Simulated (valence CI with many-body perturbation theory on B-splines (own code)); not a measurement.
# E1 line list for Yb⁶³⁺

Calculated by configuration interaction combined with many-body perturbation theory (CI+MBPT): five valence electrons over a frozen Dirac-Fock core [He], a basis of 11 s, 11 p, 10 d, 8 f, 5 g, 2 h functions for each j, with the one-electron correlation potential Σ1, the two-electron term Σ2, the three-electron term Σ3, Breit, model QED; selected CI, second order for the rest, scaled by the run's own slope (own B-spline code, finite nucleus).

The last digits are not significant, and no measured levels were compared; by estimate large intervals hold to a few tenths of a per cent, small ones and those within an open d or f shell to about a per cent. Among the levels kept, up to 7400 cm⁻¹ of a level comes from second order outside the variational space, and about a tenth of that is noise between levels of different J, which matters for small intervals.

Lines 201 to 250 of 600 in falling wavelength, among levels below 11216 eV, chosen from the strongest by gf and those to the six lowest levels. Wavelengths and rates use the calculated energies. Electric multipoles are in the length gauge, E1 and E2 with the static RPA response of the core. Weak lines are less certain than strong ones. Lines between different terms over intervals too small for the method are left out, as are lines whose strength nearly cancels. The highest levels of a list are the least certain.

Levels are named by their leading jj configuration (3d3/2^4 stands for four electrons in 3d with j = 3/2), which in mixed levels can hold well under half, so a name can repeat and another be missing. Letters in brackets count levels of one name in rising energy.

```tsv
λ vac (nm)	Upper	Lower	A (s⁻¹)	S (a.u.)
0.8796	(2p1/2^2 2p3/2^2 3p1/2) J=5/2	(2s 2p1/2^2 2p3/2 3p1/2) J=3/2 [b]	4.12e+12	8.31e-03
0.8774	(2p1/2^2 2p3/2^2 3s) J=3/2	(2s 2p1/2^2 2p3/2 3s) J=1/2	3.44e+12	4.59e-03
0.8766	(2s 2p1/2 2p3/2^3) J=3/2 [a]	(2s^2 2p1/2 2p3/2^2) J=3/2	5.51e+12	7.33e-03
0.8763	(2s 2p1/2 2p3/2^2 3p3/2) J=5/2 [b]	(2s^2 2p1/2 2p3/2 3p3/2) J=3/2 [a]	1.82e+12	3.63e-03
0.8668	(2p1/2^2 2p3/2^2 3p3/2) J=3/2	(2s 2p1/2^2 2p3/2 3p3/2) J=1/2 [b]	4.25e+12	5.47e-03
0.8663	(2s 2p1/2 2p3/2^2 3d5/2) J=7/2 [c]	(2s^2 2p1/2 2p3/2 3d5/2) J=5/2 [b]	1.42e+12	3.64e-03
0.8662	(2s 2p1/2 2p3/2^2 3p3/2) J=7/2 [c]	(2s^2 2p1/2 2p3/2 3p3/2) J=5/2 [b]	1.94e+12	4.97e-03
0.8662	(2s 2p1/2 2p3/2^3) J=5/2	(2s^2 2p1/2 2p3/2^2) J=5/2	5.44e+12	1.05e-02
0.8656	(2s 2p1/2 2p3/2^2 3p3/2) J=1/2 [c]	(2s^2 2p1/2 2p3/2 3p3/2) J=1/2 [b]	4.05e+12	2.60e-03
0.8656	(2s 2p1/2 2p3/2^2 3p3/2) J=5/2 [c]	(2s^2 2p1/2 2p3/2 3p3/2) J=3/2 [b]	2.26e+12	4.33e-03
0.8641	(2s 2p1/2 2p3/2^2 3d5/2) J=9/2 [c]	(2s^2 2p1/2 2p3/2 3d5/2) J=7/2 [b]	2.26e+12	7.19e-03
0.8626	(2s 2p1/2 2p3/2^2 3p3/2) J=3/2 [d]	(2s^2 2p1/2 2p3/2 3p3/2) J=3/2 [b]	2.98e+12	3.78e-03
0.8623	(2s 2p1/2 2p3/2^2 3d5/2) J=5/2 [d]	(2s^2 2p1/2 2p3/2 3d5/2) J=5/2 [b]	2.51e+12	4.76e-03
0.8617	(2s 2p1/2 2p3/2^2 3d5/2) J=7/2 [d]	(2s^2 2p1/2 2p3/2 3d5/2) J=7/2 [b]	9.88e+11	2.50e-03
0.8605	(2s 2p1/2 2p3/2^2 3d5/2) J=3/2 [c]	(2s^2 2p1/2 2p3/2 3d5/2) J=3/2 [b]	2.17e+12	2.74e-03
0.8605	(2s 2p1/2 2p3/2^2 3d3/2) J=3/2 [c]	(2s^2 2p1/2 2p3/2 3d3/2) J=5/2 [a]	3.26e+12	4.10e-03
0.8601	(2s 2p1/2 2p3/2^2 3d5/2) J=3/2 [d]	(2s^2 2p1/2 2p3/2 3d5/2) J=1/2	3.12e+12	3.92e-03
0.8596	(2s 2p1/2 2p3/2^3) J=1/2	(2s^2 2p1/2 2p3/2^2) J=1/2	3.89e+12	2.44e-03
0.8592	(2s 2p1/2^2 2p3/2 3d5/2) J=7/2 [b]	(2s^2 2p1/2^2 3d5/2) J=5/2	6.49e+12	1.63e-02
0.8587	(2s 2p1/2 2p3/2^2 3d5/2) J=7/2 [e]	(2s^2 2p1/2 2p3/2 3d5/2) J=7/2 [b]	4.26e+12	1.07e-02
0.8586	(2s 2p1/2^2 2p3/2 3d3/2) J=3/2 [b]	(2s^2 2p1/2^2 3d3/2) J=3/2	6.11e+12	7.63e-03
0.8582	(2s 2p1/2 2p3/2^2 3d5/2) J=5/2 [e]	(2s^2 2p1/2 2p3/2 3d5/2) J=3/2 [b]	3.23e+12	6.04e-03
0.8581	(2s 2p1/2^2 2p3/2 3p3/2) J=5/2 [b]	(2s^2 2p1/2^2 3p3/2) J=3/2	7.06e+12	1.32e-02
0.8572	(2s 2p1/2 2p3/2^2 3d5/2) J=3/2 [d]	(2s^2 2p1/2 2p3/2 3d5/2) J=3/2 [b]	1.90e+12	2.36e-03
0.8566	(2s 2p1/2 2p3/2^2 3d5/2) J=7/2 [c]	(2s^2 2p1/2 2p3/2 3d5/2) J=5/2 [a]	1.44e+12	3.57e-03
0.8560	(2s 2p1/2 2p3/2^2 3p3/2) J=5/2 [e]	(2s^2 2p1/2 2p3/2 3p3/2) J=5/2 [b]	6.22e+12	1.16e-02
0.8554	(2s 2p1/2 2p3/2^2 3s) J=1/2 [a]	(2s^2 2p1/2 2p3/2 3s) J=3/2 [a]	5.08e+12	3.14e-03
0.8553	(2s 2p1/2^2 2p3/2 3s) J=1/2	(2s^2 2p1/2^2 3s) J=1/2	7.19e+12	4.44e-03
0.8553	(2p1/2 2p3/2^4) J=1/2	(2s 2p1/2 2p3/2^3) J=3/2 [b]	1.56e+13	9.66e-03
0.8545	(2s 2p1/2 2p3/2^2 3p3/2) J=3/2 [f]	(2s^2 2p1/2 2p3/2 3p3/2) J=1/2 [b]	2.48e+12	3.06e-03
0.8545	(2s 2p1/2 2p3/2^2 3p3/2) J=3/2 [c]	(2s^2 2p1/2 2p3/2 3p3/2) J=5/2 [a]	4.20e+12	5.18e-03
0.8543	(2s 2p1/2 2p3/2^3) J=3/2 [b]	(2s^2 2p1/2 2p3/2^2) J=1/2	3.48e+12	4.29e-03
0.8541	(2s 2p1/2 2p3/2^2 3p3/2) J=3/2 [e]	(2s^2 2p1/2 2p3/2 3p3/2) J=3/2 [b]	3.21e+12	3.95e-03
0.8538	(2s 2p1/2^2 2p3/2 3p1/2) J=1/2	(2s^2 2p1/2^2 3p1/2) J=1/2	7.64e+12	4.70e-03
0.8537	(2s 2p1/2 2p3/2^2 3d3/2) J=3/2 [f]	(2s^2 2p1/2 2p3/2 3d3/2) J=1/2 [b]	2.40e+12	2.95e-03
0.8536	(2s 2p1/2 2p3/2^2 3d5/2) J=3/2 [e]	(2s^2 2p1/2 2p3/2 3d5/2) J=1/2	2.20e+12	2.70e-03
0.8534	(2s 2p1/2^2 2p3/2 3d3/2) J=5/2 [b]	(2s^2 2p1/2^2 3d3/2) J=3/2	6.41e+12	1.18e-02
0.8532	(2s 2p1/2 2p3/2^2 3d3/2) J=7/2 [c]	(2s^2 2p1/2 2p3/2 3d3/2) J=7/2	7.61e+12	1.87e-02
0.8529	(2s 2p1/2^2 2p3/2 3p1/2) J=3/2 [b]	(2s^2 2p1/2^2 3p1/2) J=1/2	7.28e+12	8.92e-03
0.8526	(2s 2p1/2 2p3/2^3) J=5/2	(2s^2 2p1/2 2p3/2^2) J=3/2	3.40e+11	6.24e-04
0.8519	(2p1/2^2 2p3/2^3) J=3/2	(2s 2p1/2^2 2p3/2^2) J=3/2	1.13e+13	1.37e-02
0.8515	(2s 2p1/2 2p3/2^2 3d5/2) J=5/2 [c]	(2s^2 2p1/2 2p3/2 3d5/2) J=7/2 [a]	4.08e+12	7.46e-03
0.8515	(2s 2p1/2 2p3/2^2 3s) J=3/2 [d]	(2s^2 2p1/2 2p3/2 3s) J=3/2 [b]	8.93e+12	1.09e-02
0.8514	(2s 2p1/2 2p3/2^2 3d5/2) J=5/2 [d]	(2s^2 2p1/2 2p3/2 3d5/2) J=3/2 [a]	3.98e+12	7.27e-03
0.8513	(2s 2p1/2 2p3/2^2 3d3/2) J=3/2 [e]	(2s^2 2p1/2 2p3/2 3d3/2) J=5/2 [b]	3.97e+12	4.83e-03
0.8513	(2s 2p1/2 2p3/2^2 3d3/2) J=5/2 [e]	(2s^2 2p1/2 2p3/2 3d3/2) J=3/2 [b]	1.55e+12	2.83e-03
0.8512	(2p1/2^2 2p3/2^3) J=3/2	(2s 2p1/2^2 2p3/2^2) J=1/2	2.58e+12	3.14e-03
0.8505	(2s 2p1/2^2 2p3/2 3d5/2) J=5/2 [b]	(2s^2 2p1/2^2 3d5/2) J=5/2	7.22e+12	1.32e-02
0.8505	(2s 2p3/2^4) J=1/2	(2s^2 2p3/2^3) J=3/2	1.23e+13	7.49e-03
0.8505	(2s 2p1/2 2p3/2^2 3p3/2) J=1/2 [b]	(2s^2 2p1/2 2p3/2 3p3/2) J=3/2 [a]	8.13e+12	4.93e-03
```
